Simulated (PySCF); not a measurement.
Curvature of the energy in the electron number along the 5p block, charge +1

Calculated with PySCF 2.14, in aug-cc-pVDZ-PP with ECP28MDF, ECP: one orbital is emptied in steps, and each cell gives the departure of E from the straight line at half an electron, in eV (from a cubic fit). The exact functional gives zero.

```tsv
species	orbital	LDA	PBE	r2SCAN	PBE0	BHandHLYP	LC-wPBE	wB97X	UHF
In+	5s beta	-1.03	-1.03	-0.89	-0.74	-0.51	-0.07	-0.19	0.06
Sn+	5p alpha	-0.93	-0.90	-0.84	-0.65	-0.45	-0.04	-0.14	0.07
Sb+	5p alpha	-1.01	-0.98	-0.91	-0.71	-0.47	-0.06	-0.15	0.09
Te+	5p alpha	-1.09	-1.06	-0.98	-0.76	-0.50	-0.09	-0.17	0.11
I+	5p beta	-1.10	-1.05	-0.96	-0.75	-0.50	-0.08	-0.25	0.15
Xe+	5p beta	-1.17	-1.13	-1.03	-0.81	-0.52	-0.11	-0.25	0.17
```

**Question.** How does the mean departure depend on the functional?

**Answer.** LDA -1.06 eV; PBE -1.02 eV; r2SCAN -0.93 eV; PBE0 -0.74 eV; BHandHLYP -0.49 eV; LC-wPBE -0.08 eV; wB97X -0.19 eV; UHF 0.11 eV. Semilocal functionals are convex (delocalisation error), Hartree-Fock is concave or straight, and exact exchange removes curvature roughly in proportion to its share, so among the functionals the range-separated hybrids usually come closest to zero.

No spin-orbit coupling is included.
